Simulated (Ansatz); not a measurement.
Species: LiCl, net charge 0, singlet state. 
Structure (B3LYP-D3(BJ)/def2-TZVP (Ansatz, a first-principles code) minimum search):
```
Li
Cl 1 2.0172
```
Charge 0, spin multiplicity 1.

Basis-set convergence of Hartree-Fock and CCSD correlation energies (hartree) with Ansatz. Correlated levels leave the core frozen unless marked. No spin-orbit coupling. No relativistic terms.

| basis | functions | E(HF) | E(corr, CCSD) |
|---|---|---|---|
| def2-SVPD | 39 | -466.89032 | -0.16693 |
| def2-TZVPPD | 73 | -467.04222 | -0.21926 |
| def2-QZVPPD | 114 | -467.05551 | -0.23934 |

Extrapolating the two largest sets (X = 3 and 4) as X^-3: E(corr) = (64·(-0.23934) - 27·(-0.21926))/37 = -0.2540 Eh, an estimate of the basis-set limit. The largest set recovers 94.2 % of it, the smallest 65.7 %.
